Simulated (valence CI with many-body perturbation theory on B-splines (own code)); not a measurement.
## Forbidden lines of Pm XLVII

Computed by configuration interaction combined with many-body perturbation theory (CI+MBPT): five valence electrons over a frozen Dirac-Fock core [Ne], radial functions for each j: 9 s, 9 p, 8 d, 6 f, 3 g, 1 h, with the one-electron correlation potential Σ1 (screened to all orders), the two-electron term Σ2, the three-electron term Σ3, Breit, model QED; selected single and double excitations, second order for the rest (own B-spline code, finite nucleus).

No measured spectrum was set against this ion. As an estimate, large intervals hold to a few tenths of a per cent, small ones and those within an open d or f shell to about a per cent. Among the levels kept, up to 580 cm⁻¹ of a level comes from second order outside the variational space, and about a tenth of that is noise between levels of different J, which matters for small intervals.

Lines 1 to 16 of 16 in falling wavelength, among levels below 508.01 eV, chosen from the decays that carry over 1 % of a level's rate. Wavelengths and rates use the calculated energies. Electric multipoles are in the length gauge, E1 and E2 with the static RPA response of the core. Weak lines are less certain than strong ones. Lines between different terms over intervals too small for the method are left out, as are lines whose strength nearly cancels.

Levels are named by their leading jj configuration (3d3/2^4 stands for four electrons in 3d with j = 3/2), which in mixed levels can hold well under half, so a name can repeat and another be missing. Letters in brackets count levels of one name in rising energy.

```tsv
λ vac (nm)	Upper	Lower	Type	A (s⁻¹)	Branch %
36.90	(3s^2 3p1/2 3p3/2 3d5/2) J=9/2	(3s^2 3p1/2 3p3/2 3d3/2) J=7/2	M1	2.30e+05	73.8
10.59	(3s^2 3p3/2^2 3d5/2) J=9/2	(3s^2 3p1/2 3p3/2 3d5/2) J=7/2 [b]	M1	6.25e+06	22.9
10.10	(3s^2 3p1/2 3p3/2 3d5/2) J=7/2 [a]	(3s^2 3p1/2^2 3d5/2) J=5/2	M1	1.25e+07	2.8
9.446	(3s^2 3p1/2 3p3/2^2) J=3/2	(3s^2 3p1/2^2 3p3/2) J=3/2	M1	2.31e+07	99.8
9.344	(3s^2 3p3/2^3) J=3/2	(3s^2 3p1/2 3p3/2^2) J=1/2	M1	5.80e+06	11.8
9.329	(3s^2 3p1/2 3p3/2 3d5/2) J=9/2	(3s^2 3p1/2^2 3d5/2) J=5/2	E2	7.36e+04	23.6
9.121	(3s^2 3p3/2^2 3d5/2) J=9/2	(3s^2 3p1/2 3p3/2 3d5/2) J=9/2	M1	1.04e+07	38.1
8.808	(3s^2 3p1/2 3p3/2^2) J=5/2	(3s^2 3p1/2^2 3p3/2) J=3/2	M1	4.08e+06	95.5
8.808	(3s^2 3p1/2 3p3/2^2) J=5/2	(3s^2 3p1/2^2 3p3/2) J=3/2	E2	1.92e+05	4.5
8.578	(3s^2 3p3/2^3) J=3/2	(3s^2 3p1/2 3p3/2^2) J=5/2	M1	7.26e+06	14.8
8.486	(3s^2 3p3/2^2 3d5/2) J=9/2	(3s^2 3p1/2 3p3/2 3d5/2) J=7/2 [a]	M1	8.80e+06	32.3
8.124	(3s^2 3p1/2 3p3/2^2) J=1/2	(3s^2 3p1/2^2 3p3/2) J=3/2	M1	1.54e+07	98.7
8.124	(3s^2 3p1/2 3p3/2^2) J=1/2	(3s^2 3p1/2^2 3p3/2) J=3/2	E2	2.06e+05	1.3
8.048	(3s^2 3p3/2^3) J=3/2	(3s^2 3p1/2 3p3/2^2) J=3/2	M1	3.08e+07	63.0
7.314	(3s^2 3p3/2^2 3d5/2) J=9/2	(3s^2 3p1/2 3p3/2 3d3/2) J=7/2	M1	4.26e+05	1.6
5.877	(3s^2 3p1/2 3p3/2 3d5/2) J=9/2	(3s^2 3p1/2 3p3/2^2) J=5/2	M2	4.28e+03	1.4
```
